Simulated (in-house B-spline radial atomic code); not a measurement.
A fraction x of an electron is removed from 4s in the calcium ion Ca⁺, starting from [Ar] 4s1 and keeping the highest spin. Computed with a B-spline radial code for spherical atoms: scalar-relativistic (X2C) PBEsol, spin-polarised, spherical fractional occupations, Fermi nucleus of rms radius 3.4776 fm.

| x | E(x) - E(0) (eV) | 4s up level (eV) |
| --- | --- | --- |
| 0 | 0.0000 | -9.359 |
| 0.03 | 0.2831 | -9.517 |
| 0.19 | 1.8730 | -10.355 |
| 0.26 | 2.6106 | -10.719 |
| 0.46 | 4.8575 | -11.746 |
| 0.5 | 5.3314 | -11.949 |
| 0.51 | 5.4512 | -12.000 |
| 0.7 | 7.8223 | -12.959 |
| 0.75 | 8.4766 | -13.214 |
| 0.91 | 10.6580 | -14.061 |
| 1 | 11.9421 | - |

The exact functional would give a straight line between the two integer points. Deviations E(x) - E(0) - x[E(1) - E(0)], in eV: -0.075 at x = 0.03, -0.396 at x = 0.19, -0.494 at x = 0.26, -0.636 at x = 0.46, -0.64 at x = 0.5, -0.639 at x = 0.51, -0.537 at x = 0.7, -0.48 at x = 0.75, -0.209 at x = 0.91.

The curve lies below the straight line by up to 0.64 eV (at x = 0.5): convex, the delocalisation error that favours fractional charges.

How well does Slater's transition state (minus the level at half occupation) give the ionisation energy?

It gives 11.949 eV against 11.942 eV from the two total energies; NIST lists 11.87 eV, ground level to ground level.
